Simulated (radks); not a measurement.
Initial-state core-level shifts of the praseodymium ion Pr+ when its valence configuration changes from [Xe] 4f3 6s1. Method: scalar-relativistic Kohn-Sham, r2SCAN, spin-polarised, spherical densities, finite nucleus; open shells are filled with parallel spins first (spin-orbit coupling, left out, can overturn this in heavy ions); meta-GGA in the generalised Kohn-Sham scheme; Fermi nuclear charge, rms radius 4.8919 fm; computed with a radial shooting solver on a logarithmic mesh with Libxc functionals. Shifts are changes of the shell-averaged eigenvalues in eV (positive: less bound); the change of the density at the nucleus, which sets a Mossbauer isomer shift, is in e/bohr^3, on a base of 4.334e+05.

valence                   2s       3s       4p       5p  density at nucleus
4f3 6s0.5 6p0.5       -0.558   -0.551   -0.557   -0.570              -11.05
4f2 6s2               -9.613  -10.531   -9.784   -5.020              +52.77
4f1 5d2 6s1          -15.181  -17.378  -15.463   -5.450              +53.58
5d3 6s1              -24.215  -27.841  -24.306   -8.128              +85.56
5d1 6s1 6p2          -32.285  -35.841  -32.125  -14.803              +99.73
4f3 6p1               -1.094   -1.078   -1.090   -1.117              -20.80
4f1 5d1 6p2          -20.010  -22.177  -20.209   -9.712              +30.75
4f1 5d2 6s0.5 6p0.5  -15.735  -17.935  -16.020   -5.996              +39.02
4f4                   +5.941   +6.488   +6.199   +3.444              -35.19
